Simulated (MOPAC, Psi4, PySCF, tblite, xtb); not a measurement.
Dimer CH2O2 ··· H2Se (SMILES O=CO and [SeH2]) at R = 3.59 Å between the centres of mass, closest contact 2.76 Å (a higher rigid-body minimum at GFN2-xTB). Geometry in Å and degrees:

```
O
C 1 1.1968
O 2 1.3438 1 125.19
H 3 0.9719 2 107.72 1 -0.01
H 2 1.0973 1 125.24 3 179.95
Se 1 2.7623 2 106.93 5 5.58
H 6 1.4704 1 165.65 2 160.73
H 6 1.4704 7 91.29 1 -8.42
```

Levels of theory: GFN2-xTB (tblite); SAPT0/jun-cc-pVDZ, frozen core (Psi4); BLYP/def2-TZVP, counterpoise-corrected (Psi4); BLYP-D3(BJ)/def2-TZVP, counterpoise-corrected (Psi4); PBE/def2-TZVP, counterpoise-corrected (Psi4); PBE-D3(BJ)/def2-TZVP, counterpoise-corrected (Psi4); M06-2X/def2-TZVP, counterpoise-corrected (Psi4); HF/aug-cc-pVDZ, counterpoise-corrected (Psi4); MP2/aug-cc-pVDZ = DF-MP2/aug-cc-pVDZ, frozen core, counterpoise-corrected (Psi4); SCS-MP2/aug-cc-pVDZ = DF-SCS-MP2/aug-cc-pVDZ, frozen core, counterpoise-corrected (Psi4 1.11); PM7, restricted, heats of formation (MOPAC); PM3, restricted, heats of formation (MOPAC); GFN1-xTB (xtb); RKS-B3LYP/6-31G* = PySCF with restricted B3LYP/6-31G*, spherical d, no counterpoise correction; RMP2/3-21G = PySCF with restricted MP2 (frozen core)/3-21G, no counterpoise correction; RKS-BP86/6-31G* = restricted BP86/6-31G*, spherical d, no counterpoise correction (PySCF).

Q: What interaction energy does each level give?

A: 
| method | E_int / kcal/mol |
|---|---|
| GFN2-xTB | -5.71 |
| PM3 | -5.19 |
| PM7 | -2.53 |
| RMP2/3-21G | -2.26 |
| M06-2X/def2-TZVP | -0.77 |
| PBE-D3(BJ)/def2-TZVP | -0.72 |
| SAPT0/jun-cc-pVDZ | -0.46 |
| RKS-B3LYP/6-31G* | -0.43 |
| BLYP-D3(BJ)/def2-TZVP | -0.38 |
| RKS-BP86/6-31G* | -0.21 |
| GFN1-xTB | -0.17 |
| MP2/aug-cc-pVDZ | 0.17 |
| PBE/def2-TZVP | 0.41 |
| SCS-MP2/aug-cc-pVDZ | 0.91 |
| BLYP/def2-TZVP | 2.09 |
| HF/aug-cc-pVDZ | 2.57 |
